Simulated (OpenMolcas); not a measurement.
What dynamic correlation does to the levels of Ti²⁺

```yaml
Program: OpenMolcas
Basis: ANO-RCC-VTZP [6s5p3d2f1g]
Scalar_Hamiltonian: DKH2, point nucleus
Active_space: 2 electrons in 5 orbitals (3d)
State_averaging: 2S+1 = 3 even, 10 roots; 2S+1 = 1 even, 15 roots kept (CI in the orbitals of an earlier block)
Spin-orbit_coupling: RASSI with atomic mean-field integrals over the reference wave functions, term energies averaged over their components
```

Methods on the same reference wave functions:
A. CASSCF
B. SS-CASPT2, IPEA 0.25 Eh, imaginary shift 0.1 Eh (closed shells correlated: 3s 3p)

Energies in cm⁻¹ above 3d² ³F₂, the measured ground level; measured values from Corliss and Sugar, J. Phys. Chem. Ref. Data 8, 1 (1979).

```tsv
Level	A	B	Measured
3d² ³F₂	0.0	0.0	0.0
3d² ³F₃	193	195	185
3d² ³F₄	446	447	420
3d² ¹D₂	11380	8110	8474
3d² ³P₀	13576	11110	10538
3d² ³P₁	13642	11180	10604
3d² ³P₂	13783	11320	10721
3d² ¹G₄	17668	15070	14398
3d² ¹S₀	43264	32440	32476
```

Deviations, from unrounded energies. A percentage is the sum of absolute deviations over the sum of measured energies, with the sign that they share, or ± where signs differ.

```
                        Against measurement  Levels      A     B
             mean absolute deviation (cm-1)       8   3300   360
      fine structure of the ground term (%)       2   +5.5  +6.0
other terms of the ground configuration (%)       6  +29.9  ±3.2
```

B lies closest to measurement on these levels. The largest miss of B in the table is 3d² ¹G₄, by +680 cm-1. The ranking rests on the paired levels alone, and a cruder setting can come out closer through cancelling errors.

From A to B the spin-free energies of the other terms of 3d² shown, above ³F, scale by factors of 0.71 to 0.85, as is usual when dynamic correlation screens the repulsion within a d or f shell.

The lowest spin-free term lies below A's lowest term by 0.298 hartree in B.

CASPT2 breaks the degeneracy within a term, and the mean is taken; among the terms shown or strongly mixed into the levels shown the widest spread is 800 cm-1 (3d² ¹G, B). Terms from blocks run as CI alone lack orbitals of their own. Without dynamic correlation excited terms often stand tens of per cent too high (terms of higher spin than the ground term too low), and those without a measured partner can miss by more than the paired ones (holds for A). Measured partners are found by configuration, term and J. A level has none where our copy of the source lacks it or the pairing is in doubt (some pairs that miss far off the trend of their configuration count as doubtful), and it then counts in no deviation. Only configurations of the active space appear.
